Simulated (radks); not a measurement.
Coulomb parameter of the 3d shell of the manganese ion Mn+ in the model configuration [Ar] 3d5 4s1, as a second difference U = [E(n + 0.5) + E(n - 0.5) - 2 E(n)] / (0.5)^2 with all orbitals relaxed. "Bare": the charge of the atom changes with n. "Screened": the 4s shell takes up the change at fixed total charge, which measures U(3d,3d) + U(4s,4s) - 2 U(3d,4s). All-electron calculation, Dirac Kohn-Sham, PBE, spin-unpolarised, spherical densities, finite nucleus; open shells are shared between the two j in proportion to 2j + 1; Fermi nuclear charge, rms radius 3.7057 fm. Program: a radial shooting solver on a logarithmic mesh with Libxc functionals.

start: configuration [Ar] 3d5 4s1; E - E(n) (eV) 0.000
bare +0.5: configuration [Ar] 3d5.5 4s1; E - E(n) (eV) -5.833
bare -0.5: configuration [Ar] 3d4.5 4s1; E - E(n) (eV) 9.229
screened +0.5: configuration [Ar] 3d5.5 4s0.5; E - E(n) (eV) -1.139
screened -0.5: configuration [Ar] 3d4.5 4s1.5; E - E(n) (eV) 1.931

U(bare) = 13.582 eV, U(screened by 4s) = 3.168 eV.
